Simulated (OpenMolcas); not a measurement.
**d5 ions of charge +4 down a group on the Ga site of K2NaGaF6**

| Quantity | Value |
| --- | --- |
| Program | OpenMolcas |
| Method | CASSCF |
| Spin-orbit coupling | state interaction with AMFI integrals over the reference wave functions |

The d shell is active. Each dopant is a cluster with its nearest anions in model potentials and point charges, with no relaxation and no local charge compensation. Distances were set from a Shannon-type radius of the metal (high-spin where two are listed) plus a fixed donor radius (F 1.31 Å), in hosts weighted 0.65 to 0.35 with the host's distance in the model lattice. Ligand basis ANO-RCC-VDZP, DKH2 Hamiltonian. States (labels of O, the rotations of Oh). Energies in cm-1 above the lowest state or level, χT in cm3 K/mol; under a threefold ground state the first gap can be a small split of the lowest multiplet, not the spin-orbit step; 10Dq and B are least-squares fits to the states below 45000 cm-1, weighted by degeneracy, with a free offset, and given where the rms deviation is under 5 % of |10Dq| (or 100 cm-1) and under 700 cm-1. Spin-only χT is S(S+1) / 2 for the spin of the ground state.

```csv
Ion,Shell,R (Å),Metal basis,Ground state,First state of that spin,10Dq,B (rms of fit),First gap with spin-orbit (degeneracies),χT at 300 K,First state of another spin,Spin-only χT
Co4+,3d5,1.874,ANO-RCC-VTZP,6A1,,,,"18522 (6, 2)",4.382,2S+1 = 4: 18714,4.375
Rh4+,4d5,1.92,ANO-RCC-VTZP,2T2,24385,28724,769 (496),"2295 (2, 4)",0.533,2S+1 = 4: 13953,0.375
```

Below the highest spin of the shell: Rh4+. χT departs most from the spin-only value for Rh4+, by +0.158 cm3 K/mol.

Without dynamic correlation the repulsion within the d shell is too large (B by tens of per cent), so at a given field states of lower spin stand too high. Ligand-to-metal charge-transfer states are missing. With no ligand orbital active B as a rule stays too high, so bands that hang on it stand too high and its fall with covalency is understated. CASSCF with metal d orbitals alone favours high spin, so a ground state of lower spin is not ruled out (holds for Co4+). The least metal-like active orbital is 75 % on the metal (Löwdin) and no ligand orbital is active, so the numbers are rough (holds for Co4+). With metal d orbitals alone and no dynamic correlation 10Dq can be off by a tenth to a fifth, either way, in oxide and fluoride hosts (holds for Co4+). An orbital triplet at a regular site is open to Jahn-Teller coupling, which can distort the site and quench the lowest spin-orbit gaps and is left out (holds for Rh4+). The least metal-like active orbital is 71 % on the metal (Löwdin) and no ligand orbital is active, so the numbers are rough (holds for Rh4+). With metal d orbitals alone the field can be off either way by tens of per cent (holds for Rh4+). No measured value stands beside these numbers; the geometry was set by hand and not optimised.

A state without a sure symmetry label is named by its multiplicity alone.
